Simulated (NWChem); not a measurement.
Molecule: C3H6OSi; SMILES C([SiH2]C#C)O

```xyz
11

C      0.8507     2.5336    -0.0508
C      0.1472     1.5436     0.0257
Si    -0.9119     0.0473     0.1293
C      0.0111    -1.4739    -0.5176
O      1.0972    -1.7405     0.3331
H      1.4730     3.4087    -0.1153
H     -2.1247     0.2572    -0.7199
H     -1.3274    -0.1584     1.5464
H     -0.7146    -2.3135    -0.5683
H      0.3206    -1.2649    -1.5624
H      1.6049    -2.4704    -0.0349
```
Atoms are numbered in this order, from 1.

Computed with NWChem. Pople sets run with spherical d functions. Structure relaxed at the PBE0/def2-SVP level. Level: PBE0/6-31+G*; rows give the wavelength of the field.

Q: Order these by “anisotropy (bohr³)”, lowest first: 1065 nm; static; 589 nm.

A: static (28.5), 1065 nm (29.1), 589 nm (30.5)
